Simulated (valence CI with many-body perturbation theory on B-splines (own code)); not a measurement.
Values are calculated unless marked as measured or tabulated.
**A CI+MBPT run for Pd XLII**

Method: relativistic CI+MBPT: three valence electrons over a frozen Dirac-Fock core [He], radial functions for each j: 6 s, 6 p, 5 d, 3 f, 1 g, with Breit, model QED; selected single and double excitations, second order for the rest, scaled by the run's own slope (own B-spline code, finite nucleus).

Command, and the settings that its task file holds:

```sh
python run_cv.py task.json out
```

```
atom Pd  Z=46  mass_number=106  rms_radius_fm=4.5318
core [He]
valence 2s2 2p1
avg = 1
basis = S
breit = 1
cap = 10000
capref = 1200
cscale = 1
de = 0.0
dress = 0
eps = 2e-08
extrap = 1
h = 0.27
hh = 1
l2 = 3
lcore = 6
maxit = 60
n2 = 5
natural = 1
nlev = 21
nno = [3, 3, 3, 2, 1]
nroot = 26
nsp = [3, 3, 2, 1, 0]
pt2 = 1
qed = 1
rpa = 1
s1 = 0
s2 = 0
s3 = 0
screen = 1
tol = 2e-05
whole = 1
```

It took 11 s on 1 thread of Arm Neoverse N1, with other jobs on the host.

Log. The first blocks belong to the next ion, which gives the ionisation energy. Fields: 2J, parity (1 odd), roots, reference size, generating configurations, candidates as configurations/state functions, variational space P, stored matrix elements, Davidson steps; e2 is the range of second-order energies in hartree. The first line gives the box (bohr), its intervals, the orbitals and the steps of their self-consistent field. Window is the range of levels sought, series limit the energy at which the first omitted orbital would enter, core excitation an estimate of the first excitation out of the core, left out the lowest levels not solved, and shifts from estimates the range by which levels moved from their first estimate, all in cm⁻¹.

```
rmax 1.4 intervals 55 orbitals 36 references ['2s2 2p', '2s 2p2', '2p3'] scf 2 t 0.5
2J=0 par=0 roots 2 ref 15 generators 3 cand 92/92 P 107/107 nnz 0 it 0
   second order: generators 5 cand 0/0 e2 -0.00000 -0.00000
2J=0 par=1 roots 2 ref 11 generators 4 cand 73/73 P 84/84 nnz 0 it 0
   second order: generators 7 cand 0/0 e2 -0.00000 -0.00000
2J=2 par=1 roots 2 ref 28 generators 2 cand 188/188 P 216/216 nnz 0 it 0
   second order: generators 5 cand 0/0 e2 -0.00000 -0.00000
reference levels 291, estimated 257, window 30262071 1/cm; series limit 39479788, core excitation 173226363
2J=1 par=1 roots 8 ref 32 generators 12 cand 198/314 P 1966/2883 nnz 9.9e+05 it 4
2J=1 par=1 roots 8 ref 32 generators 13 cand 34/47 P 2000/2930 nnz 1e+06 it 4
   second order: generators 19 cand 208/280 e2 -0.00000 -0.00000
2J=1 par=0 roots 9 ref 34 generators 13 cand 120/175 P 1846/2705 nnz 9e+05 it 4
2J=1 par=0 roots 9 ref 34 generators 14 cand 17/25 P 1863/2730 nnz 9.2e+05 it 3
   second order: generators 19 cand 280/378 e2 -0.00000 -0.00000
2J=3 par=1 roots 11 ref 47 generators 15 cand 497/1059 P 1983/4026 nnz 2e+06 it 5
2J=3 par=1 roots 11 ref 47 generators 16 cand 85/151 P 2068/4177 nnz 2.2e+06 it 4
   second order: generators 21 cand 613/1285 e2 -0.00000 -0.00000
2J=3 par=0 roots 8 ref 45 generators 11 cand 386/840 P 1850/3743 nnz 1.8e+06 it 4
2J=3 par=0 roots 8 ref 45 generators 13 cand 66/120 P 1916/3863 nnz 1.9e+06 it 4
   second order: generators 16 cand 512/1103 e2 -0.00000 -0.00000
2J=5 par=0 roots 5 ref 39 generators 10 cand 440/1003 P 1644/3515 nnz 1.6e+06 it 4
2J=5 par=0 roots 5 ref 39 generators 13 cand 145/349 P 1789/3864 nnz 2e+06 it 4
   second order: generators 15 cand 588/1419 e2 -0.00000 -0.00000
2J=5 par=1 roots 6 ref 36 generators 9 cand 444/981 P 1607/3513 nnz 1.7e+06 it 4
2J=5 par=1 roots 6 ref 36 generators 10 cand 235/567 P 1842/4080 nnz 2.2e+06 it 5
   second order: generators 12 cand 507/1180 e2 -0.00000 -0.00000
2J=7 par=1 roots 2 ref 21 generators 4 cand 311/772 P 1505/3348 nnz 1.6e+06 it 3
2J=7 par=1 roots 2 ref 21 generators 5 cand 69/145 P 1574/3493 nnz 1.7e+06 it 3
   second order: generators 5 cand 244/589 e2 -0.00000 -0.00000
2J=7 par=0 roots 1 ref 19 generators 2 cand 354/743 P 1455/3259 nnz 1.5e+06 it 4
2J=7 par=0 roots 1 ref 19 generators 3 cand 34/75 P 1489/3334 nnz 1.6e+06 it 3
   second order: generators 5 cand 351/825 e2 -0.00000 -0.00000
2J=9 par=1 roots 1 ref 7 generators 1 cand 121/255 P 1209/2712 nnz 1.2e+06 it 3
2J=9 par=1 roots 1 ref 7 generators 1 cand 18/26 P 1227/2738 nnz 1.2e+06 it 4
   second order: generators 1 cand 83/180 e2 -0.00000 -0.00000
left out: unestimated 44285702, estimated 32082243, shifts from estimates -0 to 23
operators 0.2
```

The Davidson iterations converged.

No measured spectrum was set against this ion. As an estimate, large intervals hold to a few tenths of a per cent, small ones and those within an open d or f shell to about a per cent.

```yaml
Valence_energy: -741.436 hartree
Ionisation_energy: "6470.7 eV (NIST: 6469 ± 5 eV (semi-empirical))"
Reference_configurations_for_the_orbitals: 2s2 2p, 2s 2p2, 2p3
Radial_orbitals: 36
Box_radius: 1.39 bohr
Largest_variational_space: 4177
Lowest_levels: (2s^2 2p1/2) J=1/2 0.000, (2s 2p1/2^2) J=1/2 9.420, (2s^2 2p3/2) J=3/2 13.054, (2s 2p1/2 2p3/2) J=3/2 [a] 19.707, (2s 2p1/2 2p3/2) J=5/2 21.649, (2s 2p1/2 2p3/2) J=3/2 [b] 24.759, (2s 2p1/2 2p3/2) J=1/2 25.005, (2s 2p3/2^2) J=5/2 34.132, (2p1/2^2 2p3/2) J=3/2 35.155, (2s 2p3/2^2) J=1/2 38.611, (2s 2p3/2^2) J=3/2 38.710, (2p1/2 2p3/2^2) J=3/2 46.380, (2p1/2 2p3/2^2) J=5/2 47.633, (2p1/2 2p3/2^2) J=1/2 49.988 Ry
```

Levels are named by their leading jj configuration (3d3/2^4 stands for four electrons in 3d with j = 3/2), which in mixed levels can hold well under half, so a name can repeat and another be missing. Letters in brackets count levels of one name in rising energy.
